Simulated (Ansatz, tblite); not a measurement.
Removing and adding an electron: the cluster Pb2O2. Charge 0, multiplicity 1. Geometry: PBE0-D4/def2-SVP. Ansatz, gas phase; energy differences of separate SCF runs; the oxidised species was run as a doublet alone; the reduced species was run as a doublet alone.

```xyz
4

Pb   -0.916    1.018   -0.840
Pb    0.916   -1.018    0.840
O     1.083    0.857   -0.142
O    -1.083   -0.857    0.142
```

In the def2 sets Pb takes a core potential; there is no spin–orbit coupling. The xTB rows come from tblite. Correlated methods freeze 10 core orbitals; core or outer-core shells of Pb are correlated, in sets that lack core-valence functions. In CCSD on the charge 1 doublet the largest single amplitude is 0.21, so its Hartree–Fock determinant may place the open shell otherwise than the density functionals do. The structure comes from a short search, and lower isomers may exist.

Problem. Estimate orbital energies and vertical ionisation energies and electron affinities at: GFN1-xTB; GFN2-xTB; HF/def2-TZVPP; PBE-D4/def2-TZVP; PBE-D4/def2-TZVPD; r2SCAN-D4/def2-TZVP; r2SCAN-D4/def2-TZVPD; PBE0-D4/def2-TZVP; PBE0-D4/def2-TZVPD; MP2/def2-TZVPP; CCSD/def2-TZVPP; CCSD(T)/def2-TZVPP.

Solution. 
```csv
level,−HOMO (eV),vertical IE (eV),−LUMO (eV),vertical EA (eV),HOMO–LUMO gap (eV),IE − EA (eV),remarks
GFN1-xTB,9.78,13.55,6.52,3.23,3.25,10.32,–
GFN2-xTB,9.22,12.87,6.79,3.83,2.43,9.04,–
HF/def2-TZVPP,–,6.96,–,–,–,–,spin-contaminated (⟨S²⟩ 0.86) (+1 doublet)
PBE-D4/def2-TZVP,5.32,8.29,2.79,–,2.52,–,–
PBE-D4/def2-TZVPD,5.42,–,2.84,0.70,2.58,–,HOMO above zero (-1 doublet)
r2SCAN-D4/def2-TZVP,5.57,8.32,2.62,–,2.95,–,–
r2SCAN-D4/def2-TZVPD,5.65,–,2.65,0.76,3.00,–,HOMO above zero (-1 doublet)
PBE0-D4/def2-TZVP,6.57,8.33,2.09,–,4.48,–,–
PBE0-D4/def2-TZVPD,6.63,–,2.12,0.63,4.51,–,HOMO above zero (-1 doublet)
MP2/def2-TZVPP,–,9.12,–,–,–,–,spin-contaminated (⟨S²⟩ 0.86) (+1 doublet)
CCSD/def2-TZVPP,–,8.28,–,–,–,–,"large T1 (0.023) (singlet), spin-contaminated (⟨S²⟩ 0.86) (+1 doublet)"
CCSD(T)/def2-TZVPP,–,8.39,–,–,–,–,"large T1 (0.023) (singlet), spin-contaminated (⟨S²⟩ 0.86) (+1 doublet)"
```

   A HOMO above zero means that the electron is unbound at that level or that self-interaction error raises the level; the energy of removing that electron tells which. Raw xTB energy differences between charge states are shifted by several eV; the methods need an empirical correction for them.
